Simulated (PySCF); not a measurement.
C4H9NO (SMILES CC(=O)N(C)C), singlet, geometry from GFN2-xTB; CAMB3LYP/STO-3G (PySCF).

Input for PySCF:
```python
from pyscf import gto, scf, dft

mol = gto.M(
    atom='''
C    -1.67732196   -0.50074772   -0.65125544
N    -0.57422778   -0.00792134    0.14175086
C    -0.86869143    0.33280828    1.51208061
C     0.67424499   -0.00386145   -0.38905005
C     1.78455202    0.44966916    0.53412904
O     0.88585823   -0.33651426   -1.53961564
H    -2.44944444    0.26546260   -0.74932265
H    -1.29193779   -0.75297076   -1.63723256
H    -2.11223673   -1.39244003   -0.19336541
H    -0.34513720    1.23939610    1.81400081
H    -0.59346284   -0.47578459    2.19769932
H    -1.93881019    0.51078421    1.60496050
H     2.72960926    0.32720761    0.01256754
H     1.66052237    1.49927813    0.79283406
H     1.79692460   -0.14057928    1.44710246
''',
    basis='sto-3g',
    verbose=3,
)

mf = dft.RKS(mol)
mf.xc = 'camb3lyp'
mf.kernel()
mf.analyze()
```

**Question.** Predict the main parts of the log of this PySCF run.

**Answer.** 
```
converged SCF energy = -283.97705039274
**** MO energy ****
MO #1   energy= -18.8922316463343  occ= 2
MO #2   energy= -14.2313223768288  occ= 2
MO #3   energy= -10.1575062408734  occ= 2
MO #4   energy= -10.1289518460053  occ= 2
MO #5   energy= -10.1165430654897  occ= 2
MO #6   energy= -10.0762765527628  occ= 2
MO #7   energy= -1.05576744120541  occ= 2
MO #8   energy= -0.957478299526897 occ= 2
MO #9   energy= -0.788401699669132 occ= 2
MO #10  energy= -0.757310300130307 occ= 2
MO #11  energy= -0.711615112949661 occ= 2
MO #12  energy= -0.566571733791263 occ= 2
MO #13  energy= -0.513454953819896 occ= 2
MO #14  energy= -0.510518722738703 occ= 2
MO #15  energy= -0.484455824284875 occ= 2
MO #16  energy= -0.454628899702967 occ= 2
MO #17  energy= -0.441925140719502 occ= 2
MO #18  energy= -0.435864301479199 occ= 2
MO #19  energy= -0.4135191498549   occ= 2
MO #20  energy= -0.406646649613889 occ= 2
MO #21  energy= -0.347801964410982 occ= 2
MO #22  energy= -0.344810124871973 occ= 2
MO #23  energy= -0.193371143503393 occ= 2
MO #24  energy= -0.18450608218698  occ= 2
MO #25  energy= 0.210775986794212  occ= 0
MO #26  energy= 0.398932305042506  occ= 0
MO #27  energy= 0.429186481830826  occ= 0
MO #28  energy= 0.455305430100051  occ= 0
MO #29  energy= 0.488943427960595  occ= 0
MO #30  energy= 0.501352335714124  occ= 0
MO #31  energy= 0.513375110461951  occ= 0
MO #32  energy= 0.52581804997286   occ= 0
 ** Mulliken atomic charges  **
charge of    0C =     -0.07660
charge of    1N =     -0.12623
charge of    2C =     -0.07460
charge of    3C =      0.15156
charge of    4C =     -0.17821
charge of    5O =     -0.21003
charge of    6H =      0.04901
charge of    7H =      0.07521
charge of    8H =      0.04810
charge of    9H =      0.05785
charge of   10H =      0.04823
charge of   11H =      0.06026
charge of   12H =      0.06283
charge of   13H =      0.05675
charge of   14H =      0.05589
Dipole moment(X, Y, Z, Debye): -1.29160,  0.46412,  2.31231
```
